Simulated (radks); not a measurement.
Results of a calculation; reference values are marked as such.
Question: The tungsten ion W11+ is in [Kr] 4d10 4f13 5s2 5p2. Code: a radial shooting solver on a logarithmic mesh with Libxc functionals. Model: scalar-relativistic Kohn-Sham, BLYP, spin-polarised, spherical densities, finite nucleus; Fermi nuclear charge, rms radius of each element as measured or else 0.836 A^(1/3) + 0.57 fm. Open shells are filled with parallel spins first. One electron is removed from 4f, 4d, 5s, 5p in turn, with full relaxation. Which removal costs least, and what does each cost?

Answer: 5p 226.70 eV; 4f 242.47 eV; 5s 266.55 eV; 4d 450.85 eV. The 5p electron leaves first.
